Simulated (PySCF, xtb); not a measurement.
H₅NOSiTe, SMILES N[Te]O[SiH3].

GFN2-xTB run with xtb 6.7.1 at its own geometry gives an orbital gap of 3.42 eV and a dipole moment of 3.28 D.

Coordinates come from a B3LYP-D3(BJ)/def2-SVP optimisation. The def2 effective core potentials stand for the cores of Te; spin–orbit coupling is left out. The values are those of a single conformer.

What does HF/def2-TZVP run with PySCF give? (Estimate from the structure and the level; the computed values follow.)

gap 10.46 eV (levels -8.77 and 1.69 eV), dipole 1.36 D.
